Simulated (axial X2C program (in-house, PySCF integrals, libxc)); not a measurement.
**Levels of TaH⁺ by electron attachment to TaH²⁺ (EOM-EA-CCSD)**

Computed with an axial X2C code built on PySCF integrals: two-component X2C with atomic mean-field Coulomb and Gaunt terms, Gaussian nuclei, basis Ta dyall-acv3z, H dyall-av3z with contracted cores.

R = 1.715 Å (near the PBE0 minimum at charge 1 of the determinant lowest at the starting distance; the state shown can have its own minimum elsewhere).

Hartree–Fock spinors of TaH²⁺ (one of each Kramers pair; a window near the gap, which can cut inner shells):

```json
{"ω": "1/2", "occupied": "yes", "ε (eV)": "-25.77", "character": "48% H s, 32% Ta d, 12% Ta s"}
{"ω": "3/2", "occupied": "yes", "ε (eV)": "-23.90", "character": "98% Ta d"}
{"ω": "1/2", "occupied": "no", "ε (eV)": "-13.37", "character": "49% Ta s, 33% Ta d, 9% H s"}
{"ω": "1/2", "occupied": "no", "ε (eV)": "-12.37", "character": "80% Ta d, 8% Ta p, 5% Ta s"}
{"ω": "3/2", "occupied": "no", "ε (eV)": "-11.71", "character": "92% Ta d, 4% H p, 2% H d"}
{"ω": "5/2", "occupied": "no", "ε (eV)": "-11.45", "character": "98% Ta d"}
{"ω": "1/2", "occupied": "no", "ε (eV)": "-11.08", "character": "51% Ta p, 32% Ta d, 8% H s"}
{"ω": "1/2", "occupied": "no", "ε (eV)": "-9.48", "character": "82% Ta p, 14% H p"}
```

Levels of TaH⁺ obtained by attaching an electron to TaH²⁺:

| Ω | binding energy (eV) | above lowest (cm⁻¹) | attached spinor | one-particle weight |
| --- | --- | --- | --- | --- |
| 1/2 | 14.672 | 0 | 44% Ta sσ, 28% Ta dσ, 11% Ta dπ | 0.92 |
| 1/2 | 13.939 | 5913 | 81% Ta dπ | 0.91 |
| 3/2 | 13.442 | 9920 | 73% Ta dπ, 19% Ta dδ | 0.89 |
| 5/2 | 13.101 | 12671 | 98% Ta dδ | 0.91 |

(1) Take the first Ω = 1/2 and Ω = 3/2 rows of π character: how far apart are they, and which lies lower?

This point took 39 s on 1 thread of Intel(R) Xeon(R) Platinum 8259CL CPU @ 2.50GHz (Skylake/Cascade Lake), with other jobs on the host.

Reference electrons by ω block (each with its −ω partner): 1/2: 20, 3/2: 11, 5/2: 4, 7/2: 1. 12 electrons of TaH²⁺ correlated (inner shells frozen), 92 natural virtual spinors (a truncated set); levels can be off by some tenths of an eV. Roots sought by Ω: (1/2: 5, 3/2: 4, 5/2: 2, 7/2: 1); rows need 60 % one-particle weight and stop where some Ω has no more roots. Missing are any skipped roots, higher Ω and states of a further excitation; these come out far too high here and may in truth be low or lowest. T1 of the reference 0.020 (Lee–Taylor). The reference was not checked to be the lowest state of its species. Number of frozen shells: Ta 4 s, 3 p, 2 d, 1 f; H none.

Answers

(1) E(3/2) − E(1/2) = 9920 − 5913 = 4007 cm⁻¹ at EOM-EA-CCSD: regular, Ω = 1/2 lower. Splittings at this level can be off by ten to twenty per cent.
